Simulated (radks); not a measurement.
Values are calculated unless marked as measured or tabulated.
Q: Tm, 69 electrons, occupied as [Xe] 4f13 6s2. Code: a radial shooting solver on a logarithmic mesh with Libxc functionals. Model: Dirac Kohn-Sham, LDA (Slater exchange, Perdew-Wang correlation), spin-unpolarised, spherical densities, finite nucleus; open shells fill j = l - 1/2 first; Fermi nuclear charge, rms radius 5.2256 fm.

Spin-orbit splittings of the eigenvalues, e(l+1/2) - e(l-1/2), with zeta = 2 splitting/(2l+1) and mean radii in bohr:

shell  occ.  splitting (eV)  zeta (eV)  <r> j=l-1/2  <r> j=l+1/2
2p        6           979.0      652.7      0.07010      0.07749
3p        6           206.7      137.8       0.2104       0.2243
3d       10               ?          ?       0.1974       0.2017
4p        6           46.85      31.24       0.5063       0.5385
4d       10           8.524      3.410       0.5653       0.5768
4f       13           1.198     0.3423       0.7986       0.8238
5p        6           5.762      3.842        1.394        1.513

Estimate the 3d splitting.

A: 45.21 eV (zeta = 18.08 eV).
